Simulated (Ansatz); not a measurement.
`[OH][Ga]([Br])[Br]` and `[Br][GaH][Br]` differ in one atom or group.

Ansatz, PBE0-D4/def2-TZVP geometries, multiplicity 1. Each molecule was computed in one conformer, which needn't be the lowest.

Scalar relativity is left out up to krypton. Spin–orbit coupling is left out; it splits and shifts lone-pair levels of the heavy atoms by tenths of an eV.

```tsv
property	`[OH][Ga]([Br])[Br]`
ideal-gas entropy at 298 K and 1 bar (rigid rotor, harmonic PBE0-D4/def2-TZVP) / J/(mol·K)	358
HOMO energy (PBE0/def2-TZVPP) / eV	-8.73
HOMO–LUMO gap (PBE0/def2-TZVPP) / eV	6.97
size of the dipole moment (B3LYP/def2-TZVPP) / D	1.24
zero-point energy (PBE0-D4/def2-TZVP) / kJ/mol	40.9
size of the dipole moment (PBE/def2-TZVPP) / D	1.22
```

(1) Give the same properties after the change, and the shifts. (Best estimate.)

Answers

(1) Computed: 
| property | `[Br][GaH][Br]` | shift |
| --- | --- | --- |
| ideal-gas entropy at 298 K and 1 bar (rigid rotor, harmonic PBE0-D4/def2-TZVP) / J/(mol·K) | 323 | -35 |
| HOMO energy (PBE0/def2-TZVPP) / eV | -8.51 | 0.22 |
| HOMO–LUMO gap (PBE0/def2-TZVPP) / eV | 6.63 | -0.34 |
| size of the dipole moment (B3LYP/def2-TZVPP) / D | 1.41 | 0.17 |
| zero-point energy (PBE0-D4/def2-TZVP) / kJ/mol | 22.6 | -18.3 |
| size of the dipole moment (PBE/def2-TZVPP) / D | 1.31 | 0.09 |

With PBE0 the HOMO rises by 0.22 eV and the LUMO falls by 0.12 eV, so the gap narrows by about 0.34 eV. PBE moves the HOMO by 0.18 eV and ωB97M-V by 0.23 eV. The zero-point energy changes by -18.3 kJ/mol with -3 modes. Dipoles are sizes alone; their direction can turn.

B3LYP here is the variant with VWN-RPA as its local correlation; programs differ in this.
